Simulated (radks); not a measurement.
Initial-state core-level shifts of the lanthanum ion La+ when its valence configuration changes from [Xe] 5d2. Calculated with a radial shooting solver on a logarithmic mesh with Libxc functionals: scalar-relativistic Kohn-Sham, PBE, spin-polarised, spherical densities, finite nucleus; open shells are filled with parallel spins first (spin-orbit coupling, left out, can overturn this in heavy ions); Fermi nuclear charge, rms radius 4.855 fm. Shifts are changes of the shell-averaged eigenvalues in eV (positive: less bound); the change of the density at the nucleus, which sets a Mossbauer isomer shift, is in e/bohr^3, on a base of 3.648e+05.

valence              2p       3p      4s      5p  density at nucleus
4f1 5d1          +6.172   +7.255  +6.762  +2.305              -17.09
5d1 6p1          -3.298   -3.287  -3.255  -2.948               +2.92
5d1.5 6s0.5      -1.092   -1.084  -1.071  -0.953              +11.51
4f1 6p1          +3.399   +4.549  +4.046  -0.389              -15.39
4f0.5 5d1.5      +3.382   +3.980  +3.683  +1.227               -9.45
4f2              +8.781  +10.453  +9.798  +3.020              -25.51
5d0.5 6s0.5 6p1  -4.479   -4.454  -4.401  -3.917              +15.45
6s2              -4.736   -4.690  -4.613  -4.004              +50.23
5d1 6s1          -2.235   -2.216  -2.187  -1.927              +23.87
